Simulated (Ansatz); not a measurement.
`[F][SnH]([F])[SiH3]` + `N[SiH2]F` → `F[SiH2]N[SiH3]` + `[F][SnH2][F]` at 600 K and 1 bar (cleavage of the Si–Sn bond).

Isolated molecules relaxed with PBE0-D4/def2-TZVP in Ansatz; ΔE leaves out vibrations. CCSD(T)/CBS adds triple-zeta CCSD(T) − MP2 to the extrapolated MP2 energy (def2 sets, frozen cores). This one scheme is used for every species. def2 core potentials past Kr. For Sn outer-core shells are correlated without core-valence functions, which leaves a few kJ/mol of doubt a bond. Each species was taken in one conformer, which may not be the lowest.

```csv
species,CCSD(T)/CBS energy (Eh),H − E (kJ/mol),S (J/(mol·K))
`[F][SnH]([F])[SiH3]`,-705.15468,152.7,453.8
`N[SiH2]F`,-446.07709,163.0,343.3
`F[SiH2]N[SiH3]`,-736.37696,222.4,429.5
`[F][SnH2][F]`,-414.86106,84.2,346.6
```

H − E and S are ideal-gas, rigid-rotor, harmonic terms from PBE0-D4/def2-TZVP, for one conformer and one mirror image of each species. 1 Eh = 2625.50 kJ/mol, R = 8.31446 J/(mol·K).

**Question.** By hand: ΔE, ΔH, ΔS and ΔG.

**Answer.** ΔE = (-736.37696) + (-414.86106) − (-705.15468) − (-446.07709) = -0.00625 Eh = -16.4 kJ/mol. Δ(H − E) = 222.4 + 84.2 − 152.7 − 163.0 = -9.1, so ΔH = -25.5 kJ/mol. ΔS = 429.5 + 346.6 − 453.8 − 343.3 = -21.0 J/(mol·K). ΔG = -25.5 − 600 × (-21.0)/1000 = -12.9 kJ/mol.

**Question.** By hand: the equilibrium constant, and the temperature at which ΔG would vanish if ΔH and ΔS stayed fixed.

**Answer.** log₁₀ K = −ΔG/(RT ln 10) = 1.1. ΔG = 0 at ΔH/ΔS = 1214 K.

TΔS isn't small against ΔH here. A doubt of 5 kJ/mol in ΔE shifts log₁₀ K by 0.4 here. Other conformers and mirror images would add mixing entropy, several J/(mol·K) or more a flexible species. Modes under 60 cm⁻¹, often nearly free rotors, make the harmonic entropy too high. These are equilibria of isolated gas molecules and say nothing of rates. Largest T1 diagnostic: 0.014 (customary marks: 0.02 for closed shells, 0.045 for open ones).
